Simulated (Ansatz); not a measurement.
```yaml
crystal:
  periodic: [false, false, false]
  atoms:
    - {symbol: C, position_ang: [-0.364758, 0.666485, 1.126891]}
    - {symbol: C, position_ang: [0.007180, -0.151912, -0.094198]}
    - {symbol: C, position_ang: [-1.210866, -0.615278, -0.867247]}
    - {symbol: O, position_ang: [0.809335, 0.632420, -0.961256]}
    - {symbol: Sn, position_ang: [2.753071, 0.795354, -1.123037]}
    - {symbol: Cl, position_ang: [3.379419, -0.759019, 0.581375]}
    - {symbol: H, position_ang: [-1.007097, 0.091014, 1.798013]}
    - {symbol: H, position_ang: [-0.897924, 1.572055, 0.826042]}
    - {symbol: H, position_ang: [0.530678, 0.956440, 1.681619]}
    - {symbol: H, position_ang: [0.576265, -1.030187, 0.237774]}
    - {symbol: H, position_ang: [-1.849796, -1.242910, -0.240977]}
    - {symbol: H, position_ang: [-1.793284, 0.244847, -1.206978]}
    - {symbol: H, position_ang: [-0.911822, -1.194110, -1.743221]}
basis:
  gaussian: {orbitals: def2-SVPD}
hamiltonian: {xc: {name: HF}}
correlation: {active_space: {window: {electrons: 2, orbitals: 1}}}
output: {forces: true}
```

```sh
$ ansatz run in.yaml --threads 4 --pin off --events-out ev --progress --plain --max-ram 11315MiB
```

Shortened log:

```
Functional definition: HF
2051 factors; integrals over basis functions are off by at most 9.3e-4 eV
mean field evaluation 1: about -23538.1139 eV, gradient 4.4e1 eV
mean field evaluation 2: about -23538.4642 eV, gradient 4.4e1 eV
mean field evaluation 4: about -23543.2433 eV, gradient 6.1e0 eV
mean field evaluation 8: about -23543.3604 eV, gradient 3.2e-1 eV
mean field evaluation 16: about -23543.3609 eV, gradient 1.4e-6 eV
mean field -23543.36091950 eV, -865.2025555283 hartree, gradient 1.4e-6 eV, S^2 0.000000; 0 other end points of the search recorded, 0 dependent functions left out
reference -23543.36091950 eV, -865.2025555283 hartree; 36, 36 occupied and 162, 162 virtual orbitals, 2051 factors
state -23543.36091950 eV, -865.2025555283 hartree
Total energy: -23543.36091950 eV, -865.2025555283 hartree
Atom 0 at    -0.364758     0.666485     1.126891 Å, force    -0.052923     0.119293     0.193026 eV/Å
Atom 1 at     0.007180    -0.151912    -0.094198 Å, force     0.309269     0.131218    -0.289293 eV/Å
Atom 2 at    -1.210866    -0.615278    -0.867247 Å, force    -0.193370    -0.100015    -0.110609 eV/Å
Atom 3 at     0.809335     0.632420    -0.961256 Å, force    -0.100511    -0.373292     0.382815 eV/Å
Atom 4 at     2.753071     0.795354    -1.123037 Å, force    -0.006363     0.482860    -0.536699 eV/Å
Atom 5 at     3.379419    -0.759019     0.581375 Å, force     0.168693    -0.381240     0.413741 eV/Å
Atom 6 at    -1.007097     0.091014     1.798013 Å, force     0.038444     0.040017    -0.009466 eV/Å
Atom 7 at    -0.897924     1.572055     0.826042 Å, force     0.037110    -0.056593     0.046856 eV/Å
Atom 8 at     0.530678     0.956440     1.681619 Å, force    -0.077014    -0.002871    -0.012767 eV/Å
Atom 9 at     0.576265    -1.030187     0.237774 Å, force    -0.136446     0.165838    -0.088063 eV/Å
Atom 10 at    -1.849796    -1.242910    -0.240977 Å, force     0.011719     0.019269    -0.047126 eV/Å
Atom 11 at    -1.793284     0.244847    -1.206978 Å, force     0.028329    -0.075408     0.009050 eV/Å
Atom 12 at    -0.911822    -1.194110    -1.743221 Å, force    -0.026938     0.030925     0.048534 eV/Å
Dipole moment:    -0.004027     0.275815    -0.300731 e Å
```

It took 7.5 s on 4 threads of an Arm Neoverse V2 on a shared host, with 0.81 GiB of host memory at the peak.
